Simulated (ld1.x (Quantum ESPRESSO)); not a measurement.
## Transferability test, RRKJ potential for nickel

nickel, norm-conserving RRKJ (Kleinman–Bylander form), made with ld1.x (Quantum ESPRESSO) 7.5 (PBE, scalar-relativistic). Core [Ne] 3s2, reference 3p6 3d8 4s2 4p0. Waves: 3p (bound): rc 1.30 bohr; 3d (bound): rc 1.50 bohr; 4s (bound): rc 1.95 bohr. Local part: the s channel. Core correction: Bessel-smoothed model core, default radius (core density twice the valence density).

Energies are relative to the spin-unpolarised reference configuration 3p6 3d8 4s2 4p0; without spin polarisation the order of configurations can differ from experiment. The frozen-core shift is the all-electron ΔE with the core orbitals held at their reference shape minus the fully relaxed ΔE.

Task: Give the all-electron excitation energy and the error of the potential for: 3p6 3d8 4s1 4p0; 3p6 3d8 4s0 4p0; 3p6 3d7 4s0 4p0; 3p6 3d8 4s1.5 4p0; 3p6 3d8 4s0 4p1; 3p6 3d9 4s0 4p0; 3p6 3d8 4s1 4p1.

Result:

```tsv
valence configuration	charge	ΔE all-electron (eV)	error AE − PS (meV)	frozen-core shift (meV)
3p6 3d8 4s1 4p0	+1	9.322	-3.8	+1.4
3p6 3d8 4s0 4p0	+2	26.673	-27	+4.1
3p6 3d7 4s0 4p0	+3	64.140	-207	+24
3p6 3d8 4s1.5 4p0	+0.5	3.717	-0.8	+0.5
3p6 3d8 4s0 4p1	+1	15.007	-1204	+2.2
3p6 3d9 4s0 4p0	+1	6.318	-194	+19
3p6 3d8 4s1 4p1	0	4.596	-643	+0.8
```

These tests converged, but a pseudo level misses the all-electron one widely, so the file describes the atom poorly there or has found another state: 3p6 3d7 4s0 4p0: empty 4p by 3.0 eV.
